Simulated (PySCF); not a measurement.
Job for PySCF: R-MP2/6-31G* on Si2H6 (SMILES [SiH3][SiH3]) with ghost functions, monomers drawn apart or pushed together.

```python
from pyscf import gto, scf, dft, mp
from pyscf.data.elements import chemcore

mol = gto.M(
    atom='''
    Si    0.50716931   -1.49233756    5.19415659
    Si   -0.14401880    0.66364737    5.85047982
    H     1.75696548   -1.43205831    4.40274250
    H    -0.56060421   -2.12807719    4.38944045
    H     0.74435903   -2.30549200    6.41200250
    H    -1.39438235    0.62150152    6.64548920
    H    -0.40047259    1.52866809    4.66569227
    H     0.91714279    1.31719477    6.65305169
    ghost-Cl   -0.08021070    0.57078754    0.20848289
    ghost-H   -0.29665679    1.26334517    1.27030651
    ''',
    basis='6-31g*',
    cart=True,
    charge=0, spin=0, verbose=3, max_memory=1800)
mf = scf.RHF(mol)
mf.conv_tol = 1e-8
mf.max_cycle = 100
mf.kernel()
if not mf.converged:
    mf = mf.newton().run(mf.mo_coeff, mf.mo_occ)
pt = mp.MP2(mf, frozen=chemcore(mol)).run()
```

The log:

```
converged SCF energy = -581.304891948856
E(RMP2) = -581.464560800128  E_corr = -0.159668851271156
E(SCS-RMP2) = -581.4765003162  E_corr = -0.171608367344078
```

The calculation finished and met its thresholds.

Cost: around 0.8 core-seconds (rough).
